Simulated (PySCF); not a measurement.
Al(H)(Cl)(OH) (AlClH₂O), SMILES [OH][AlH][Cl].

Coordinates come from a B3LYP-D3(BJ)/def2-TZVP optimisation. One conformer was computed; it need not be the lowest.

Method: B3LYP/def2-TZVPD (PySCF).

Symmetry labels are those of the subgroup Cs that the program uses (full group Cs).

Computed valence orbital energies around the gap with their symmetry:
| orbital | symmetry | energy (eV) |
|---|---|---|
| HOMO−7 | A' | -22.19 |
| HOMO−6 | A' | -14.29 |
| HOMO−5 | A' | -11.47 |
| HOMO−4 | A' | -10.02 |
| HOMO−3 | A" | -9.60 |
| HOMO−2 | A' | -9.44 |
| HOMO−1 | A" | -9.12 |
| HOMO | A' | -8.89 |
| LUMO | A" | -1.08 |
| LUMO+1 | A' | -0.94 |
| LUMO+2 | A' | 0.23 |
| LUMO+3 | A' | 0.59 |
